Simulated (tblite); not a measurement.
Species: C7H11NSi.
Atom-mapped SMILES: `[cH:1]1[cH:2][cH:3][n:4]([CH:5]2[CH2:6][SiH2:7][CH2:8]2)[cH:9]1` (hydrogens: H10 on C1; H11 on C2; H12 on C3; H13 on C5; H14, H15 on C6; H16, H17 on Si7; H18, H19 on C8; H20 on C9)

Cartesian coordinates in Å at the GFN2-xTB level; atoms count from 1:
```xyz
20
C7H11NSi angstrom
C      2.9289   -0.0795   -0.7317
C      2.6706   -0.4882    0.5907
C      1.3186   -0.4016    0.7796
N      0.7442    0.0441   -0.3699
C     -0.6583    0.2662   -0.5681
C     -1.5384   -0.9820   -0.3104
Si    -2.6995    0.0153    0.8343
C     -1.2928    1.2494    0.4460
C      1.7226    0.2394   -1.2921
H      3.8869   -0.0264   -1.2107
H      3.3934   -0.8085    1.3155
H      0.7306   -0.6259    1.6485
H     -0.7896    0.6274   -1.5913
H     -0.9722   -1.7676    0.1862
H     -1.9527   -1.4106   -1.2198
H     -2.8125   -0.4427    2.2176
H     -4.0034    0.3528    0.2667
H     -1.5535    2.2103    0.0090
H     -0.6174    1.4475    1.2756
H      1.4893    0.5911   -2.2787
```

Computed with GFN2-xTB (tblite): harmonic, unscaled wavenumbers at the GFN2-xTB geometry, gas phase. This tight-binding method is rough: wavenumbers can miss measured ones by several per cent, in bad cases by 10 to 20. Modes of hydrogen on silicon can be 10 to 20 % off. One conformer, not necessarily the lowest.

Harmonic wavenumbers (cm⁻¹): 25.7, 62.2, 131.2, 228.4, 340.4, 383.6, 442.5, 449.8, 552.6, 582.4, 592.6, 614.5, 659.3, 683.5, 724.7, 760.2, 766.8, 780.2, 806.9, 814.1, 816.5, 836.4, 841.5, 926.1, 1008.6, 1012.2, 1061.9, 1084.1, 1095.2, 1104.9, 1133.3, 1186.8, 1197.4, 1205.0, 1249.2, 1291.0, 1331.8, 1421.2, 1430.2, 1467.6, 1471.9, 1485.6, 1552.2, 2275.0, 2280.2, 2954.0, 3005.2, 3009.9, 3017.3, 3019.7, 3146.8, 3149.6, 3159.1, 3169.2.

A = 4160, B = 793.4, C = 760.6 MHz; mass 137.066 u (most abundant isotopes); point group Cs, symmetry number 1.

Question: What is the zero-point energy?

Answer: ½Σν̃ = 34899 cm⁻¹ = 417.49 kJ/mol.

Question: Entropy at 200 K, 1 bar (ideal gas, RRHO, classical rotation)?

Answer: Translation 161.92, rotation 117.36, vibration 64.81: S = 344.1 J/(mol K).

Question: And Cp and H(200 K) − H(0)?

Answer: Cp = 104.53 J/(mol K), of which vibrations give 71.27 (their classical limit is 54 R = 449.0); H(200 K) − H(0) = 13.20 kJ/mol without the zero-point energy, 6.55 from vibrations.

Question: How do the functions run with temperature in this model?

Answer: 
| T (K) | S (J/(mol K)) | Cp (J/(mol K)) | H − H(0) (kJ/mol) | G − H(0) (kJ/mol) | ln q(vib) |
| --- | --- | --- | --- | --- | --- |
| 150 | 317.7 | 81.1 | 8.58 | -39.07 | 2.89 |
| 250 | 370.2 | 131.2 | 19.08 | -73.48 | 4.87 |
| 298.15 | 395.6 | 157.6 | 26.04 | -91.91 | 5.89 |
| 400 | 449.3 | 209.1 | 44.78 | -134.95 | 8.21 |
| 600 | 549.3 | 283.7 | 94.61 | -234.98 | 13.12 |
| 900 | 678.3 | 350.8 | 190.73 | -419.75 | 20.49 |

q(vib) and H(0) count from the zero-point level.

Question: What must be added to the electronic energy to get the Gibbs energy at 200 K and 1 bar?

Answer: ZPE + [H(200 K) − H(0)] − T·S = 417.49 + 13.20 − 68.82 = 361.87 kJ/mol.

Question: Which modes carry the vibrational entropy at 200 K?

Answer: 25.7 cm⁻¹: 22.36; 62.2 cm⁻¹: 15.07; 131.2 cm⁻¹: 9.10; 228.4 cm⁻¹: 5.06; 340.4 cm⁻¹: 2.68; 383.6 cm⁻¹: 2.09 J/(mol K); the other 48 give 8.45 together.

Hindered rotation and anharmonicity are outside this model. Other conformers, if any are populated, would add a mixing term that is left out.
